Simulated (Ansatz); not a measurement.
Relaxation of BBrH$_{4}$ (6 atoms, charge 0, multiplicity 1), to a largest force component of 0.03 eV/Å in at most 50 steps.

Theory: RKS revPBE/def2-TZVP in Ansatz 0.2.0.

```xyz
6
Properties=species:S:1:pos:R:3
B 0.022 -0.521 -0.283
H 0.009 0.322 1.955
H 1.072 0.026 -0.435
H -1.061 -0.039 -0.429
Br 0.082 -2.486 0.096
H 0.013 -0.388 1.884
```

Where does it end, and by what steps?

It converged. The force dipped under the threshold on the way, but the program's further checks kept it going. After 11 steps the energy has fallen by 0.223 eV; H6 moved furthest, 1.34 Å.

```
step  energy less start (eV)  largest force component (eV/Å)  accepted
   0                  0.0000                           1.622       yes
   1                 -0.1332                           0.637       yes
   2                 -0.1804                           0.401       yes
   3                 -0.2032                           0.172       yes
   4                 -0.2138                           0.133       yes
   5                 -0.2193                           0.095       yes
   6                 -0.2207                           0.006       yes
   7                 -0.2148                           0.605        no
   8                 -0.2219                           0.067       yes
   9                 -0.2227                           0.054       yes
  10                 -0.2230                           0.028       yes
  11                 -0.2231                           0.012       yes
```

```xyz
6
Properties=species:S:1:pos:R:3
B 0.029 -0.806 -0.810
H -0.004 0.818 2.862
H 1.071 -0.219 -0.846
H -1.046 -0.283 -0.841
Br 0.087 -2.712 -0.700
H 0.000 0.116 3.124
```

Whether the end is a true minimum wasn't checked by a vibrational analysis.

Run time: 24 s on 2 threads of Intel(R) Xeon(R) Platinum 8259CL CPU @ 2.50GHz (Skylake/Cascade Lake), with other jobs on the host, peak memory 0.17 GiB.
